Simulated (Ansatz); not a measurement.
Q: Name a neutral molecule of F, Mo, O and H with HOMO energy (PBE0/def2-TZVPP) between -10.05 and -9.75 eV and HOMO energy (ωB97M-V/def2-TZVPP) between -12.50 and -12.20 eV (Ansatz, PBE0-D4/def2-TZVP geometry).

A: `[O]=[Mo]([OH])([OH])([F])[F]` (-10.02 eV, -12.42 eV). Other molecules can fit too; these were computed, each in one conformer that needn't be the lowest.
